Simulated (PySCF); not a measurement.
# Computed records: BGeH$_{3}$O, AlBGeH$_{5}$O, CH$_{6}$BGeO, BGeH$_{5}$NSi and others

Computed with PySCF 2.14.0. Calculation on a computer-drawn molecule: the log of a Hartree-Fock and frozen-core CCSD(T) single point meant for a local Hartree-Fock minimum, with one planted fault or none, to be diagnosed. Offsets are logged minus clean, where the clean run is the same molecule without the fault. The reference is restricted for singlets and unrestricted otherwise, and also for a bond in bohr or an excited solution. Adding or removing an electron swaps singlet and doublet. The excited solution moves the top pair (singlet) or top alpha electron (doublet) to the lowest empty orbital. Highest occupied and lowest empty are orbital energies over both spins, largest force is the largest gradient component, triples share is (T) over the correlation energy, the T1 limit is 0.02 restricted and 0.045 unrestricted, electrons count all cores, a negative frequency is imaginary (commonest isotopes), and the dipole is about the centre of nuclear charge; on germanium a core potential holds 10 electrons, which the energies leave out, and 3d is frozen in MP2 and coupled-cluster steps.

Common to all runs: meant charge 0; meant basis and core potential on germanium cc-pVDZ-PP ECP10MDF; logged SCF converged yes; logged CC converged yes; logged SCF stable within its kind yes; possible faults no fault, one electron removed, one electron added, multiplicity raised by two, geometry at a saddle point, SCF held on an excited solution, minimal basis STO-3G, one bond length entered in bohr, all coordinates scaled.

(1) 
```xyz
6
formula=BGeH3O meant_multiplicity=1 meant_basis=cc-pVDZ logged_electrons=48 logged_basis_functions=66 logged_spin_squared=2.0195 logged_highest_occupied=-6.4856 logged_lowest_empty=0.61133 logged_largest_force=0.15726 logged_T1_diagnostic=0.030205 logged_D1_diagnostic=0.1434 logged_triples_share=0.024579 logged_dipole_magnitude=1.7766 logged_energy_HF=-394.52173 logged_energy_CCSD(T)=-394.87087 planted_fault=multiplicity_raised_by_two HF_energy_offset_from_clean_run=39.93 CCSD(T)_energy_offset_from_clean_run=75.83
B      0.9827     1.4998     1.4577
Ge     0.0796     0.1408     0.1696
O      0.3303    -1.4626     0.2202
H      2.0309     1.9946     1.1675
H      0.4541     1.7895     2.4895
H     -0.8732     0.7550    -0.8723
```

Units: logged_highest_occupied, logged_lowest_empty in eV; logged_largest_force in hartree/bohr; logged_dipole_magnitude in debye; logged_energy_HF, logged_energy_CCSD(T) in hartree; HF_energy_offset_from_clean_run, CCSD(T)_energy_offset_from_clean_run in kcal/mol.

Drawn bonds:
| atom | other atom | order |
| --- | --- | --- |
| 1 | 2 | 1 |
| 2 | 3 | 2 |
| 1 | 4 | 1 |
| 1 | 5 | 1 |
| 2 | 6 | 1 |

(2) 
```xyz
6
formula=BGeH3O meant_multiplicity=1 meant_basis=cc-pVDZ logged_electrons=48 logged_basis_functions=66 logged_spin_squared=0 logged_highest_occupied=-10.762 logged_lowest_empty=-0.3412 logged_largest_force=2.436e-05 logged_lowest_frequency=-135.87 logged_T1_diagnostic=0.02954 logged_D1_diagnostic=0.10622 logged_triples_share=0.035805 logged_dipole_magnitude=4.9278 logged_energy_HF=-394.58254 logged_energy_CCSD(T)=-394.99113 planted_fault=geometry_at_a_saddle_point HF_energy_offset_from_clean_run=1.772 CCSD(T)_energy_offset_from_clean_run=0.3621
B     -1.1179     0.0228     0.0000
Ge     0.9809    -0.0216     0.0000
O      1.8491    -1.3928     0.0000
H     -1.7017     1.0657     0.0000
H     -1.7085    -1.0126     0.0000
H      1.6981     1.3385     0.0000
```

Units: logged_highest_occupied, logged_lowest_empty in eV; logged_largest_force in hartree/bohr; logged_lowest_frequency in cm⁻¹; logged_dipole_magnitude in debye; logged_energy_HF, logged_energy_CCSD(T) in hartree; HF_energy_offset_from_clean_run, CCSD(T)_energy_offset_from_clean_run in kcal/mol.

Drawn bonds:
| atom | other atom | order |
| --- | --- | --- |
| 1 | 2 | 1 |
| 2 | 3 | 2 |
| 1 | 4 | 1 |
| 1 | 5 | 1 |
| 2 | 6 | 1 |

Notes: T1 above single-reference limit.

(3) 
```xyz
9
formula=AlBGeH5O meant_multiplicity=2 meant_basis=cc-pV(D+d)Z logged_electrons=64 logged_basis_functions=99 logged_spin_squared=0 logged_highest_occupied=-1.3196 logged_lowest_empty=5.9213 logged_largest_force=0.032087 logged_T1_diagnostic=0.022397 logged_D1_diagnostic=0.086405 logged_triples_share=0.030936 logged_dipole_magnitude=3.6991 logged_energy_HF=-637.8018 logged_energy_CCSD(T)=-638.31163 planted_fault=one_electron_added HF_energy_offset_from_clean_run=-13.39 CCSD(T)_energy_offset_from_clean_run=-37.71
B      3.0602     0.0244     1.5703
Ge     1.7317     1.5680     1.6159
Al    -0.1533     1.9453     0.0802
O     -1.1625     3.2859     0.2628
H      3.9422    -0.0529     2.3767
H      2.9574    -0.8181     0.7244
H      1.9455     2.5981     2.7376
H     -0.4784     0.9671    -1.1053
H     -1.1372     3.9797     0.8998
```

Units: logged_highest_occupied, logged_lowest_empty in eV; logged_largest_force in hartree/bohr; logged_dipole_magnitude in debye; logged_energy_HF, logged_energy_CCSD(T) in hartree; HF_energy_offset_from_clean_run, CCSD(T)_energy_offset_from_clean_run in kcal/mol.

Drawn bonds:
| atom | other atom | order |
| --- | --- | --- |
| 1 | 2 | 1 |
| 2 | 3 | 1 |
| 3 | 4 | 1 |
| 1 | 5 | 1 |
| 1 | 6 | 1 |
| 2 | 7 | 1 |
| 3 | 8 | 1 |
| 4 | 9 | 1 |

Notes: T1 above single-reference limit.

(4) 
```xyz
10
formula=CH6BGeO meant_multiplicity=2 meant_basis=cc-pVDZ logged_electrons=57 logged_basis_functions=95 logged_spin_squared=0.7605 logged_highest_occupied=-7.9367 logged_lowest_empty=0.54212 logged_largest_force=8.56e-06 logged_lowest_frequency=44.204 logged_T1_diagnostic=0.01404 logged_D1_diagnostic=0.062377 logged_triples_share=0.026206 logged_dipole_magnitude=0.96295 logged_energy_HF=-434.22048 logged_energy_CCSD(T)=-434.77988 planted_fault=no_fault HF_energy_offset_from_clean_run=0 CCSD(T)_energy_offset_from_clean_run=0
B      1.2657    -1.5455    -2.6353
Ge     0.6844     0.2556    -2.0042
C     -0.1094     0.6663    -0.2300
O     -1.1168     1.6435    -0.2877
H      1.0771    -2.5057    -1.9440
H      1.7806    -1.6612    -3.7096
H      0.9045     1.5406    -2.8034
H      0.6755     1.0708     0.4087
H     -0.4585    -0.2589     0.2389
H     -1.8668     1.2982    -0.7480
```

Units: logged_highest_occupied, logged_lowest_empty in eV; logged_largest_force in hartree/bohr; logged_lowest_frequency in cm⁻¹; logged_dipole_magnitude in debye; logged_energy_HF, logged_energy_CCSD(T) in hartree; HF_energy_offset_from_clean_run, CCSD(T)_energy_offset_from_clean_run in kcal/mol.

Drawn bonds:
| atom | other atom | order |
| --- | --- | --- |
| 1 | 2 | 1 |
| 2 | 3 | 1 |
| 3 | 4 | 1 |
| 1 | 5 | 1 |
| 1 | 6 | 1 |
| 2 | 7 | 1 |
| 3 | 8 | 1 |
| 3 | 9 | 1 |
| 4 | 10 | 1 |

(5) 
```xyz
10
formula=CH6BGeO meant_multiplicity=2 meant_basis=cc-pVDZ logged_electrons=57 logged_basis_functions=95 logged_spin_squared=3.7745 logged_highest_occupied=-5.558 logged_lowest_empty=-2.1852 logged_largest_force=0.098699 logged_T1_diagnostic=0.03206 logged_D1_diagnostic=0.20074 logged_triples_share=0.029896 logged_dipole_magnitude=2.3908 logged_energy_HF=-434.04315 logged_energy_CCSD(T)=-434.60338 planted_fault=multiplicity_raised_by_two HF_energy_offset_from_clean_run=111.3 CCSD(T)_energy_offset_from_clean_run=110.7
B      1.2657    -1.5455    -2.6353
Ge     0.6844     0.2556    -2.0042
C     -0.1094     0.6663    -0.2300
O     -1.1168     1.6435    -0.2877
H      1.0771    -2.5057    -1.9440
H      1.7806    -1.6612    -3.7096
H      0.9045     1.5406    -2.8034
H      0.6755     1.0708     0.4087
H     -0.4585    -0.2589     0.2389
H     -1.8668     1.2982    -0.7480
```

Units: logged_highest_occupied, logged_lowest_empty in eV; logged_largest_force in hartree/bohr; logged_dipole_magnitude in debye; logged_energy_HF, logged_energy_CCSD(T) in hartree; HF_energy_offset_from_clean_run, CCSD(T)_energy_offset_from_clean_run in kcal/mol.

Drawn bonds:
| atom | other atom | order |
| --- | --- | --- |
| 1 | 2 | 1 |
| 2 | 3 | 1 |
| 3 | 4 | 1 |
| 1 | 5 | 1 |
| 1 | 6 | 1 |
| 2 | 7 | 1 |
| 3 | 8 | 1 |
| 3 | 9 | 1 |
| 4 | 10 | 1 |

(6) 
```xyz
9
formula=BGeH5NSi meant_multiplicity=2 meant_basis=cc-pV(D+d)Z logged_electrons=63 logged_basis_functions=99 logged_spin_squared=0.7568 logged_highest_occupied=-7.1574 logged_lowest_empty=1.3448 logged_largest_force=0.14623 logged_T1_diagnostic=0.016569 logged_D1_diagnostic=0.051746 logged_triples_share=0.028616 logged_dipole_magnitude=4.4023 logged_energy_HF=-664.1728 logged_energy_CCSD(T)=-664.64541 planted_fault=all_coordinates_scaled,by_-9.5_% HF_energy_offset_from_clean_run=69.36 CCSD(T)_energy_offset_from_clean_run=81.62
B     -1.7218     1.4193     1.4560
Ge    -0.5357     0.7911     2.6272
N      0.6518    -0.2636     2.3086
Si     1.1822    -1.5201     1.9507
H     -2.4489     2.1418     1.8096
H     -1.6980     1.0815     0.4263
H     -0.4566     1.1323     3.9664
H      0.4986    -2.6603     1.8273
H      2.4777    -1.7048     1.7068
```

Units: logged_highest_occupied, logged_lowest_empty in eV; logged_largest_force in hartree/bohr; logged_dipole_magnitude in debye; logged_energy_HF, logged_energy_CCSD(T) in hartree; HF_energy_offset_from_clean_run, CCSD(T)_energy_offset_from_clean_run in kcal/mol.

Drawn bonds:
| atom | other atom | order |
| --- | --- | --- |
| 1 | 2 | 1 |
| 2 | 3 | 1 |
| 3 | 4 | 2 |
| 1 | 5 | 1 |
| 1 | 6 | 1 |
| 2 | 7 | 1 |
| 4 | 8 | 1 |
| 4 | 9 | 1 |

(7) 
```xyz
9
formula=CH5BGeSi meant_multiplicity=1 meant_basis=cc-pV(D+d)Z logged_electrons=62 logged_basis_functions=99 logged_spin_squared=2.5374 logged_highest_occupied=-7.9653 logged_lowest_empty=-0.25095 logged_largest_force=0.037654 logged_T1_diagnostic=0.047267 logged_D1_diagnostic=0.20186 logged_triples_share=0.038314 logged_dipole_magnitude=0.58198 logged_energy_HF=-647.63963 logged_energy_CCSD(T)=-648.07442
B     -2.3490    -0.2449     0.9137
Ge    -0.6198     0.7961     0.4971
C     -0.7866     2.0571    -0.7818
Si     1.6171     0.6867     1.3681
H     -2.3817    -1.1119     1.7391
H     -3.3489     0.0275     0.3110
H     -1.7218     2.2580    -1.2962
H      0.0466     2.6771    -1.0980
H      1.3276    -0.4300     2.3503
```

Units: logged_highest_occupied, logged_lowest_empty in eV; logged_largest_force in hartree/bohr; logged_dipole_magnitude in debye; logged_energy_HF, logged_energy_CCSD(T) in hartree.

Drawn bonds:
| atom | other atom | order |
| --- | --- | --- |
| 1 | 2 | 1 |
| 2 | 3 | 2 |
| 2 | 4 | 1 |
| 1 | 5 | 1 |
| 1 | 6 | 1 |
| 3 | 7 | 1 |
| 3 | 8 | 1 |
| 4 | 9 | 1 |

Notes: T1 above single-reference limit.

(8) 
```xyz
7
formula=BClGeH3N meant_multiplicity=1 meant_basis=cc-pV(D+d)Z logged_electrons=65 logged_basis_functions=89 logged_spin_squared=0.815 logged_highest_occupied=-1.9914 logged_lowest_empty=6.7265 logged_largest_force=0.064841 logged_T1_diagnostic=0.020607 logged_D1_diagnostic=0.097085 logged_triples_share=0.032849 logged_dipole_magnitude=4.1793 logged_energy_HF=-833.76543 logged_energy_CCSD(T)=-834.31139
B      1.4641    -0.2886     1.0205
Ge    -0.3346    -1.3083     0.8842
N     -0.7256    -2.4439    -0.2812
Cl    -1.7174    -0.7369     2.4650
H      2.2891    -0.5226     0.1943
H      1.6375     0.4940     1.9009
H     -1.6470    -2.8505    -0.2052
```

Units: logged_highest_occupied, logged_lowest_empty in eV; logged_largest_force in hartree/bohr; logged_dipole_magnitude in debye; logged_energy_HF, logged_energy_CCSD(T) in hartree.

Drawn bonds:
| atom | other atom | order |
| --- | --- | --- |
| 1 | 2 | 1 |
| 2 | 3 | 2 |
| 2 | 4 | 1 |
| 1 | 5 | 1 |
| 1 | 6 | 1 |
| 3 | 7 | 1 |

Question: Which fault was planted in the run of CH$_{5}$BGeSi (entry 7)?
Answer: multiplicity raised by two

Question: Give the missing planted fault for BClGeH$_{3}$N (entry 8).
Answer: one electron added

Further results for CH$_{5}$BGeSi (entry 7):

```
HF energy offset from clean run      : 0.5409 kcal/mol
CCSD(T) energy offset from clean run : 24.14 kcal/mol
```

Further results for BClGeH$_{3}$N (entry 8):

```
HF energy offset from clean run      : -24.99 kcal/mol
CCSD(T) energy offset from clean run : -30.06 kcal/mol
```
